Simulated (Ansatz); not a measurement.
Geometry optimisation, Ansatz 0.2.0, RHF/def2-SVP.

input.yaml

```yaml
crystal:
  periodic: [false, false, false]
  atoms:
    - { symbol: W, position_ang: [0.0, 0.0, 0.0] }
    - { symbol: O, position_ang: [0.0, 0.0, 1.94] }
    - { symbol: H, position_ang: [-0.9095, -0.2814, 2.2771] }
    - { symbol: F, position_ang: [1.85, 0.0, 0.0] }
    - { symbol: F, position_ang: [0.0, 1.85, 0.0] }
    - { symbol: Cl, position_ang: [-2.39, 0.0, 0.0] }
    - { symbol: H, position_ang: [0.0, -1.72, 0.0] }
    - { symbol: F, position_ang: [0.0, 0.0, -1.85] }
basis:
  gaussian: { orbitals: def2-SVP }
hamiltonian:
  xc: hf
relax:
  f_tol: 0.02
  max_steps: 40
```

Command:

```bash
$ ansatz run input.yaml --threads 2 --pin off --max-ram 3072MiB --backend cpu --events-out ev --progress --plain --runs-dir out
```

Q: Where does it end, and by what steps?

A: It converged. After 17 steps the energy has fallen by 1.025 eV; H3 moved furthest, 0.49 Å.

| step | energy less start (eV) | largest force component (eV/Å) | accepted |
| --- | --- | --- | --- |
| 0 | 0.0000 | 3.064 | yes |
| 1 | -0.5956 | 1.708 | yes |
| 2 | -0.7431 | 1.089 | yes |
| 3 | -0.8724 | 1.352 | yes |
| 4 | -0.9530 | 0.816 | yes |
| 5 | -0.9848 | 0.406 | yes |
| 6 | -0.9983 | 0.401 | yes |
| 7 | -1.0116 | 0.325 | yes |
| 8 | -1.0122 | 0.157 | yes |
| 9 | -1.0163 | 0.373 | yes |
| 10 | -1.0210 | 0.085 | yes |
| 11 | -1.0217 | 0.255 | yes |
| 12 | -1.0241 | 0.101 | yes |
| 13 | -1.0246 | 0.159 | yes |
| 14 | -1.0249 | 0.093 | yes |
| 15 | -1.0251 | 0.028 | yes |
| 16 | -1.0252 | 0.027 | yes |
| 17 | -1.0253 | 0.018 | yes |

```xyz
8
Properties=species:S:1:pos:R:3
W -0.123 0.089 0.023
O -0.314 -0.015 1.813
H -0.678 -0.124 2.678
F 1.719 -0.163 0.120
F 0.378 1.889 -0.095
Cl -2.367 -0.429 -0.127
H 0.151 -1.547 -0.228
F -0.214 0.148 -1.816
```

Whether the end is a true minimum wasn't checked by a vibrational analysis.

The run took 47 s on 2 threads of AMD EPYC 7R43 64-Core Processor (Zen 3), with other jobs on the host, peak memory 0.27 GiB.
